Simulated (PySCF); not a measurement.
Isomers of C7H7NS2. Method: PBE0-D3(BJ)/def2-SVP geometry optimisation, gas phase in PySCF. One conformer each; no zero-point energy, no entropy. No frequencies were run at this level. Point groups hold within 0.08 Å.

Question: Order them by energy at this level, lowest first, and give relative energies in kJ/mol.
A. `[CH3:1][NH:2][c:3]1[cH:4][c:5]2[s:6][cH:7][cH:8][c:9]2[s:10]1` with C1–N2–C3–C4 10°
B. `[CH3:1][S:2][c:3]1[cH:4][s:5][c:6]2[cH:7][cH:8][nH:9][c:10]12` with C1–S2–C3–C4 -6°

Answer: B (0.0), A (6.2).

Neighbours under 10 kJ/mol apart (CSc1csc2cc[nH]c12 and CNc1cc2sccc2s1) can change places with a better method, another conformer or zero-point energy.

| SMILES | E (Eh) | E rel (kJ/mol) | dipole (D) | point group | A, B, C (MHz) |
| --- | --- | --- | --- | --- | --- |
| CSc1csc2cc[nH]c12 | -1120.95948 | 0.0 | 1.99 | near Cs | 1748, 796.1, 549.3 |
| CNc1cc2sccc2s1 | -1120.95712 | 6.2 | 2.52 | – | 2291, 675.4, 523.7 |

Question: As an exercise, what shares would exp(−E/RT) give at 298.15 K from these electronic energies alone (no entropy, no degeneracies)?

Answer: RT = 2.479 kJ/mol: CSc1csc2cc[nH]c12 92.4 %, CNc1cc2sccc2s1 7.6 %.
